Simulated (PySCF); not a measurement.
Molfile (atoms numbered from 1):
```
C6H18Si4
     RDKit          3D

 28 27  0  0  0  0  0  0  0  0999 V2000
    4.8511    1.1681   -0.8339 C   0  0  0  0  0  0  0  0  0  0  0  0
    3.8070    0.5300   -0.0563 C   0  0  0  0  0  0  0  0  0  0  0  0
    2.9266   -0.0030    0.5990 C   0  0  0  0  0  0  0  0  0  0  0  0
    1.5237   -0.7724    1.4801 Si  0  0  0  0  0  4  0  0  0  0  0  0
   -0.3360   -0.6825    0.0548 Si  0  0  1  0  0  4  0  0  0  0  0  0
   -1.8589   -1.4920    0.8460 C   0  0  0  0  0  0  0  0  0  0  0  0
   -3.1318   -1.4171    0.0040 C   0  0  0  0  0  0  0  0  0  0  0  0
   -4.3233   -2.0989    0.6592 C   0  0  0  0  0  0  0  0  0  0  0  0
   -0.7540    1.5680   -0.4677 Si  0  0  0  0  0  4  0  0  0  0  0  0
    1.1134    2.6930   -1.3399 Si  0  0  0  0  0  4  0  0  0  0  0  0
    5.1552    2.1218   -0.3751 H   0  0  0  0  0  0  0  0  0  0  0  0
    4.5018    1.3817   -1.8566 H   0  0  0  0  0  0  0  0  0  0  0  0
    5.7411    0.5239   -0.9043 H   0  0  0  0  0  0  0  0  0  0  0  0
    1.8634   -2.1821    1.8506 H   0  0  0  0  0  0  0  0  0  0  0  0
    1.2430   -0.0195    2.7429 H   0  0  0  0  0  0  0  0  0  0  0  0
    0.0261   -1.3839   -1.2214 H   0  0  0  0  0  0  0  0  0  0  0  0
   -1.6047   -2.5450    1.0636 H   0  0  0  0  0  0  0  0  0  0  0  0
   -2.0215   -1.0103    1.8269 H   0  0  0  0  0  0  0  0  0  0  0  0
   -2.9453   -1.8686   -0.9861 H   0  0  0  0  0  0  0  0  0  0  0  0
   -3.3776   -0.3594   -0.1963 H   0  0  0  0  0  0  0  0  0  0  0  0
   -5.2247   -2.0313    0.0306 H   0  0  0  0  0  0  0  0  0  0  0  0
   -4.1211   -3.1669    0.8399 H   0  0  0  0  0  0  0  0  0  0  0  0
   -4.5587   -1.6389    1.6324 H   0  0  0  0  0  0  0  0  0  0  0  0
   -1.8607    1.6620   -1.4763 H   0  0  0  0  0  0  0  0  0  0  0  0
   -1.2175    2.2828    0.7672 H   0  0  0  0  0  0  0  0  0  0  0  0
    1.8261    1.8396   -2.3405 H   0  0  0  0  0  0  0  0  0  0  0  0
    0.6592    3.9399   -2.0345 H   0  0  0  0  0  0  0  0  0  0  0  0
    2.0658    3.0816   -0.2574 H   0  0  0  0  0  0  0  0  0  0  0  0
  1  2  1  0
  2  3  3  0
  3  4  1  0
  4  5  1  0
  5  6  1  0
  6  7  1  0
  7  8  1  0
  5  9  1  0
  9 10  1  0
  1 11  1  0
  1 12  1  0
  1 13  1  0
  4 14  1  0
  4 15  1  0
  5 16  1  6
  6 17  1  0
  6 18  1  0
  7 19  1  0
  7 20  1  0
  8 21  1  0
  8 22  1  0
  8 23  1  0
  9 24  1  0
  9 25  1  0
 10 26  1  0
 10 27  1  0
 10 28  1  0
M  END
```

Geometry: PBE0-D3(BJ)/def2-SVP; GIAO absolute shieldings from PySCF, gas phase, non-relativistic, averaged over equivalent atoms.

At PBE0/pcSseg-1 (288 basis functions, 3.2 min wall time on 1 thread of an Arm Neoverse N1, shared host):
```tsv
atoms	σ (ppm)
C2	65.3
C3	105.5
C7	159.7
C8	164.1
C6	170.4
C1	177.5
Si5	417.2
Si4	447.1
Si10	454.2
Si9	470.5
H14	26.95
H15	27.08
H16	27.41
H26/H27/H28	27.58
H24	27.64
H25	27.93
H11/H12/H13	29.34
H20	29.89
H19	30.00
H21/H22/H23	30.21
H17	30.54
H18	30.90
```

What do these become at PBE/pcSseg-1?

## Answers


```tsv
atoms	σ at PBE/pcSseg-1	change
C2	63.1	-2.2
C3	103.4	-2.1
C7	153.1	-6.6
C8	159.2	-4.9
C6	163.2	-7.2
C1	172.9	-4.6
Si5	400.1	-17.1
Si4	434.5	-12.6
Si10	441.4	-12.8
Si9	456.4	-14.1
H14	26.74	-0.21
H15	26.88	-0.20
H16	27.22	-0.19
H26/H27/H28	27.42	-0.16
H24	27.45	-0.19
H25	27.78	-0.15
H11/H12/H13	29.24	-0.10
H20	29.70	-0.19
H19	29.85	-0.15
H21/H22/H23	30.14	-0.07
H17	30.33	-0.21
H18	30.70	-0.20
```

The largest change is at Si5 (silicon bonded to C, 2 Si, H). Cost: 288 basis functions, 3.1 min wall time on 1 thread of an Arm Neoverse N1, shared host. The order of the carbon signals is the same at both levels.
